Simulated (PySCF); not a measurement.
O2Se, triplet, at a GFN2-xTB geometry (a higher spin typed on purpose: for a closed-shell molecule this is an excited state). Base run: PySCF with M06L/3-21G.

Geometry (Å):
```xyz
3

O     -1.3932     0.5255     0.0287
Se     0.0139    -0.2785    -0.0233
O      1.3341     0.6583     0.0705
```
Charge 0, spin multiplicity 3.
Orbitals are unrestricted.
All else is at PySCF's defaults.
Base energy -2539.52390 Eh.

Variants of this job, named by their change:

| change | ΔE vs base (mEh) | grid points | electrons on the grid | outcome |
|---|---|---|---|---|
| base | 0.000 | 48592 | 50.00000 | converged |
| grids.radi_method = gauss_chebyshev | -0.587 | 48280 | 50.00000 | converged |
| grids.prune = dft.gen_grid.sg1_prune | - | - | - | input refused |
| grids.radi_method = mura_knowles | 0.005 | 46176 | 50.00000 | converged |
| grids.atom_grid = (150, 974) | 0.000 | 224976 | 50.00000 | converged |
| grids.level = 2 | -0.727 | 35496 | 50.00000 | converged |
| grids.becke_scheme = stratmann | 0.001 | 48592 | 50.00000 | converged |
| grids.radi_method = delley | -0.076 | 50592 | 50.00000 | converged |
| grids.prune = off | 0.000 | 84360 | 50.00000 | converged |
| grids.atom_grid = (50, 194) | 10.178 | 18960 | 50.00011 | converged |
| grids.level = 1 | 3.280 | 17696 | 50.00011 | converged |

Open shells are given as the SCF converged; they aren't shown to be the lowest states, and a large step between rows can be another state.

- grids.prune = dft.gen_grid.sg1_prune: ended with `IndexError: index 34 is out of bounds for axis 0 with size 19`
